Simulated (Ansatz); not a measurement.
Mg₇S₆Cl₂. The state is a singlet with charge 0. Geometry PBE-D4/def2-SVP.

| atom | x (Å) | y (Å) | z (Å) |
| --- | --- | --- | --- |
| Cl1 | -2.9634 | 0.0358 | 2.8744 |
| Cl2 | 1.5218 | -3.2864 | -0.2988 |
| Mg3 | -2.0287 | -1.1627 | 0.9996 |
| Mg4 | -0.9928 | -2.9337 | -1.8060 |
| Mg5 | -1.2793 | 1.7114 | 2.6166 |
| Mg6 | 0.0361 | 4.1767 | 0.8717 |
| Mg7 | 1.9770 | -1.8033 | -2.4621 |
| Mg8 | 1.3004 | 1.6258 | -0.9401 |
| Mg9 | 1.8313 | -1.1173 | 0.5602 |
| S10 | -2.6092 | -3.0555 | -0.1508 |
| S11 | -0.9008 | 3.9512 | 2.9735 |
| S12 | -0.0251 | 0.3502 | 0.9331 |
| S13 | 3.0624 | -0.0554 | -1.1914 |
| S14 | 0.1499 | -2.3254 | -3.7483 |
| S15 | 0.9205 | 3.8886 | -1.2316 |

Another isomer (singlet) lies 1.16 eV lower at PBE0-D4/def2-SVP; other spin states weren't run for this one.

Q: Estimate the orbital energies around the gap (eV) in Ansatz with HF/STO-3G, PBE-D4/def2-SVP, r2SCAN-D4/def2-SVP, PBE0-D4/def2-SVP.

A: 
```csv
orbital,HF/STO-3G,PBE-D4/def2-SVP,r2SCAN-D4/def2-SVP,PBE0-D4/def2-SVP
HOMO−5,-4.36,-6.36,-6.62,-7.45
HOMO−4,-4.23,-6.27,-6.53,-7.37
HOMO−3,-4.22,-5.86,-6.14,-6.98
HOMO−2,-4.00,-5.70,-5.97,-6.81
HOMO−1,-3.93,-5.62,-5.89,-6.73
HOMO,-3.82,-5.56,-5.84,-6.67
LUMO,6.87,-3.42,-3.11,-2.83
LUMO+1,8.38,-2.50,-2.18,-1.86
LUMO+2,8.78,-2.31,-1.93,-1.65
LUMO+3,9.03,-1.86,-1.60,-1.23
LUMO+4,9.62,-1.80,-1.45,-1.14
LUMO+5,9.96,-1.51,-1.19,-0.86
```
